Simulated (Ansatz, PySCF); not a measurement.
Pair of molecules: C2H2 (SMILES C#C) (first 4 atoms) with CH3I (SMILES CI); geometry from B3LYP-D3(BJ)/def2-TZVP, rigid monomers moved along the line of their centres of mass till C1···H8 is 4.54 Å.
(charge 0, multiplicity 1):
```xyz
9

C     -0.3668    -0.0942     0.7666
C     -0.2625    -1.0548     0.0594
H     -0.4479     0.7505     1.4092
H     -0.1760    -1.9023    -0.5758
C      2.2097    -0.0898     5.7282
I      1.4976     1.8771     6.2582
H      1.8486    -0.7753     6.4860
H      1.8050    -0.3227     4.7498
H      3.2924    -0.0448     5.7149
```

Counterpoise-corrected where a basis set is named; no monomer relaxation.

Correlated levels freeze the cores. Filled d and f shells under p-block atoms count as core. CBS(a, b) extrapolates the correlation energy as X⁻³ and adds the Hartree–Fock energy of set b.

Run with Ansatz (a first-principles code) with Gaussian orbitals; PySCF for the dispersion terms. Each number belongs to the level named beside it. In def2 rows elements past Kr take small-core potentials, without spin–orbit coupling.

PBE/def2-TZVPPD gives -0.26 kcal/mol for the interaction energy.

Where do these levels fall relative to PBE: PBE-D3(BJ)/def2-TZVPPD, r2SCAN/def2-TZVPPD, B3LYP/def2-TZVPPD, wB97M-V/def2-TZVPPD, MP2/CBS(def2-SVPD, def2-TZVPPD), MP2/CBS(def2-SVPD, def2-TZVPPD) + ΔCCSD(T)/def2-SVPD.

PBE-D3(BJ)/def2-TZVPPD -0.14; r2SCAN/def2-TZVPPD 0.01; B3LYP/def2-TZVPPD 0.09; wB97M-V/def2-TZVPPD -0.10; MP2/CBS(def2-SVPD, def2-TZVPPD) -0.10; MP2/CBS(def2-SVPD, def2-TZVPPD) + ΔCCSD(T)/def2-SVPD -0.09 kcal/mol. 2 of 6 lie above PBE; the widest gap is to PBE-D3(BJ)/def2-TZVPPD.
